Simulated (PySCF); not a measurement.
Computed properties of Ga(F)(Me)(OH) (CH₄FGaO), SMILES [OH][Ga]([CH3])[F]

CH₄FGaO, SMILES [CH3][Ga]([OH])[F]. Geometry optimised at PBE0-D3(BJ)/def2-SVP. The structure was generated by enumeration; whether it is a known compound was not checked. One conformer was computed; it need not be the lowest. All values are computed for the isolated molecule unless a solvent is named; none is compared with measurement here.

**Structure.** The optimised structure has Cs symmetry. All 18 harmonic modes at PBE0-D3(BJ)/def2-SVP (PySCF) are real, so it is a minimum. With heavy atoms numbered as in [Ga:1]([F:2])([CH3:3])[OH:7], the shortest bond between them is Ga1–F2 at 1.762 Å and the longest Ga1–C3 at 1.936 Å.

**Vibrations.** The strongest infrared lines (harmonic, unscaled, degenerate partners summed) lie at 398 cm⁻¹ (139 km/mol, H 90 %, O 9 %), 818 cm⁻¹ (119 km/mol, H 87 %), 729 cm⁻¹ (83 km/mol, O 69 %, Ga 17 %, H 9 %). The softest mode is at 37 cm⁻¹ and the zero-point energy is 32.5 kcal/mol.

**Electronic structure.** B3LYP/def2-TZVP (PySCF) places the frontier levels at -8.78 and -0.77 eV, a gap of 8.01 eV, and gives a dipole moment of 1.56 D and a mean polarisability of 40.9 bohr³. PBE/def2-TZVP (PySCF) at the same geometry gives -7.36 and -1.30 eV, so its gap is 1.95 eV narrower. An orbital gap is neither the optical nor the fundamental gap.

**Excitations.** TDA-CAM-B3LYP/def2-SVPD (PySCF) has S1 at 7.14 eV (174 nm, f = 0.034, weak); the most intense of the 10 singlets computed lies at 7.99 eV (f = 0.28). T1 (TDA) is at 6.68 eV, 0.46 eV under S1. TDA-PBE/def2-SVPD (PySCF) puts S1 at 6.07 eV. No vertical singlet excitation falls in the visible range (under 3.1 eV).

**NMR.** GIAO shifts at KT2/pcSseg-1 (PySCF) (non-relativistic, atoms alike by connectivity averaged): ¹³C at -8.2 ppm against TMS; ¹H from 0.7 to 2.7 ppm against TMS; ¹⁹F at -149.7 ppm against CFCl3.
